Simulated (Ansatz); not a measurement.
`OC(F)[SiH2]Br` + H₂ → `OC(F)[SiH3]` + HBr  (hydrogenolysis of the Si–Br bond)

Gas-phase electronic energies from Ansatz, PBE0-D4/def2-TZVP geometries. CBS: MP2 limit from def2 TZ/QZ plus the TZ coupled-cluster correction, frozen cores. This one scheme is used for every species. Functionals use def2-TZVPP. For Br outer-core shells are correlated without core-valence functions, which leaves a few kJ/mol of doubt a bond. Scalar relativity is left out up to krypton. Each species was taken in one conformer, which may not be the lowest.

`OC(F)[SiH2]Br`:

Z-matrix (Å, degrees):
```
C
F 1 1.399
Si 1 1.908 2 106.7
O 1 1.372 2 110.3 3 118.7
H 1 1.098 2 105.4 3 -119.8
Br 3 2.216 1 108.3 2 -170.4
H 3 1.480 1 108.9 2 -52.7
H 3 1.479 1 109.8 2 70.2
H 4 0.963 1 109.9 2 74.7
```

H₂:

```xyz
2

H    -0.250    0.085    0.264
H     0.250   -0.085   -0.264
```

`OC(F)[SiH3]`:

Z-matrix (Å, degrees):
```
C
F 1 1.398
Si 1 1.913 2 108.7
O 1 1.377 2 110.0 3 -119.2
H 1 1.099 2 104.9 3 120.5
H 3 1.484 1 108.2 2 56.3
H 3 1.485 1 108.8 2 175.4
H 3 1.482 1 108.9 2 -64.0
H 4 0.963 1 109.6 2 -70.3
```

HBr:

```xyz
2

Br   -0.415   -0.140    0.559
H     0.415    0.140   -0.559
```

Q: Is it downhill or uphill in electronic energy at CCSD(T)/CBS, and by how much? (An estimate is asked.)

A: Computed: Uphill: ΔE = +76.8 kJ/mol.

Q: What do these levels give: ωB97M-V, PBE0, SCS-MP2/def2-TZVPP, CCSD/def2-TZVPP, CCSD(T)/def2-TZVPP, SCS-MP2/def2-QZVPP? (Best estimate.)

A: Ansatz gave: ωB97M-V 74.9, PBE0 70.2, SCS-MP2/def2-TZVPP 73.3, CCSD/def2-TZVPP 66.0, CCSD(T)/def2-TZVPP 69.4, SCS-MP2/def2-QZVPP 77.1 kJ/mol.

Largest T1 diagnostic among the species: 0.012.

The D4 term adds +8.9 kJ/mol with B3LYP and +4.8 kJ/mol with PBE0; it sums over pairs of atoms, weighted by their polarisabilities, and B3LYP, whose exchange is more repulsive, gets the larger term. In def2-TZVPP, CCSD(T) changes the Hartree–Fock value by +9.0 kJ/mol (the triples alone add +3.4 kJ/mol) and MP2 by +20.2 kJ/mol.

B3LYP here is the variant with VWN-RPA as its local correlation; programs differ in this.
